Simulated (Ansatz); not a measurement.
Born–Oppenheimer molecular dynamics of CH7NOSi (11 atoms, charge 0, multiplicity 1). It goes on from the last frame of an earlier run, with new velocities.

Theory: RKS r2SCAN-D4/6-31G (Ansatz 0.2.0).

| Item | Value |
| --- | --- |
| ensemble | NVT, Langevin thermostat |
| time step | 0.5 fs |
| steps asked | 166 |
| set temperature | 50 K |
| friction | 0.02 /fs |
| seed | 176198 |

First frame:

```xyz
11
Properties=species:S:1:pos:R:3
Si 0.107 0.154 -0.167
N -0.142 0.166 1.590
H -0.757 -0.567 1.897
H -0.168 1.043 2.131
H 1.605 0.467 -0.568
O -0.869 1.372 -1.058
C -2.261 1.634 -0.628
H -2.377 2.368 0.217
H -2.689 1.998 -1.550
H -2.726 0.645 -0.420
H -0.204 -1.240 -0.653
```

Question: How far do the bonds stretch over the last three quarters of this one trajectory? (Pairs bonded in most of those frames.)

Answer: 
```tsv
bond	mean (Å)	spread (Å)	shortest	longest
Si1–N2	1.754	0.008	1.74	1.77
Si1–H5	1.497	0.045	1.43	1.58
Si1–O6	1.731	0.030	1.68	1.78
Si1–H11	1.510	0.014	1.48	1.53
N2–H3	1.010	0.011	0.99	1.03
N2–H4	1.010	0.015	0.98	1.04
O6–C7	1.445	0.017	1.42	1.47
C7–H8	1.100	0.008	1.08	1.12
C7–H9	1.094	0.013	1.07	1.12
C7–H10	1.104	0.013	1.08	1.13
```

Mean temperature of the second half: 91 K. The mean temperature of the second half is 82 % above the set value. A run of 0.083 ps of so small a system gives no equilibrium averages. Limits of this set-up: no polarisation functions.

Run time: 8.9 min on 1 thread of Arm Neoverse V2, with other jobs on the host, peak memory 0.12 GiB.
